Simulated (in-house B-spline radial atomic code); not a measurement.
The numbers below are computed, except where a source is named.
Correlation energy from the adiabatic connection: ω²r²/2 − Z/r, ω = 0.0398, Z = 1

Two electrons in a singlet, external potential ω²r²/2 − Z/r, ω = 0.0398, Z = 1 (atomic units). Full CI in B-splines (partial waves to l = 8, correlation up to 0.6 % small) with the density held fixed gives W(λ) = <V_ee>_λ − U, and E_c is the integral of W(λ) − W(0) from 0 to 1.

```csv
λ,W(λ) − W(0) (hartree)
0,0.00000
0.02,-0.00216
0.05,-0.00530
0.12,-0.01222
0.25,-0.02369
0.4,-0.03505
0.6,-0.04767
0.8,-0.05806
1,-0.06675
```

Task: Integrate the table by the trapezoid rule.

Result: The strips give -0.00002, -0.00011, -0.00061, -0.00233, -0.00441, -0.00827, -0.01057, -0.01248, which sum to -0.03881 hartree. The direct value, W(1) − W(0) + T_c with T_c = 0.02779, is -0.03896; the curve is convex, so chords lie above it and the trapezoids fall short in size by 0.37 %.

Task: Now use only three numbers: W(0) = -0.41023, the initial slope W'(0) = -0.1091 (extrapolated from the first points) and the strong-coupling limit of the point-charge-plus-continuum model, W∞ = -0.59087. What do second-order theory and the interpolation W(λ) = W∞ + (W(0) − W∞)/√(1 + 2χλ) of Seidl, Perdew and Levy give?

Result: Second order keeps the slope alone: E_c = W'(0)/2 = -0.05455, +40 % in size against -0.03896. Matching the slope fixes χ = W'(0)/(W∞ − W(0)) = -0.1091/(-0.18064) = 0.60396. Integrating, with s = √(1 + 2χ) = 1.485910, E_c = −(W(0) − W∞)(s − 1)/(s + 1) = −0.18064 × 0.485910/2.485910 = -0.03531 hartree, -9.4 % in size against the full result. At λ = 1 the formula gives W − W(0) = -0.05907 against -0.06675. Part of the miss can come from the model's W∞.
